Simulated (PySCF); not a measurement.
```xyz
3
charge 0 multiplicity 2, angstrom
Cu    0.0000    0.0000   -0.3838
H     0.0000    0.0000   -1.8672
F     0.0000    0.0000    1.3703
```

Method: UPBE0 in PySCF with Cu def2-TZVP, H def2-TZVP, F def2-TZVP; no relativity; density-fitted integrals.

This geometry of CuHF is a stationary point at this level.

Q: What is the point group?

A: C∞v.

Q: Is it a minimum?

A: Yes: all harmonic wavenumbers are real.

Q: List the harmonic modes with their infrared intensities.

A: 
```json
{"symmetry": "π", "ω (cm⁻¹)": "490", "IR (km/mol, summed over degenerate members)": "200"}
{"symmetry": "σ+", "ω (cm⁻¹)": "641", "IR (km/mol, summed over degenerate members)": "125"}
{"symmetry": "σ+", "ω (cm⁻¹)": "1989", "IR (km/mol, summed over degenerate members)": "233"}
```

Q: What are the dipole moment and the gap between the highest occupied and lowest empty levels of either spin?

A: 2.42 D and 3.97 eV.

Q: What is the atomisation energy, with and without zero-point energy?

A: 549 kJ/mol without, 528 kJ/mol with.

In C∞v the vibrations span π + 2σ+.

Other isomers or separated fragments may lie lower. Other spin states or occupations of the open shell can lie lower.
